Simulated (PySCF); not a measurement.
tin monoxide (OSn), SMILES [O]=[Sn] (connectivity only; charge and spin as stated), neutral, multiplicity 1.

Coordinates come from a PBE0-D3(BJ)/def2-TZVP optimisation. The def2 effective core potentials stand for the cores of Sn; spin–orbit coupling is left out.

Vertical ionisation energy (IE) and electron affinity (EA) in eV. Rows of orbital energies are one-electron estimates. Where ΔSCF, EOM or ADC give a negative EA the extra electron is unbound and the value depends on the basis.

| level | IE | EA |
|---|---|---|
| −ε(HOMO), −ε(LUMO), HF/def2-TZVPD (PySCF) | 10.46 | -0.14 |
| −ε(HOMO), −ε(LUMO), ωB97X/def2-TZVPD (PySCF) | … | … |

Problem. Fill in the missing entries. (Estimate from the structure and the level; the computed values follow.)

Solution. 
- −ε(HOMO), −ε(LUMO), ωB97X/def2-TZVPD (PySCF), IE: 9.97
- −ε(HOMO), −ε(LUMO), ωB97X/def2-TZVPD (PySCF), EA: 0.51
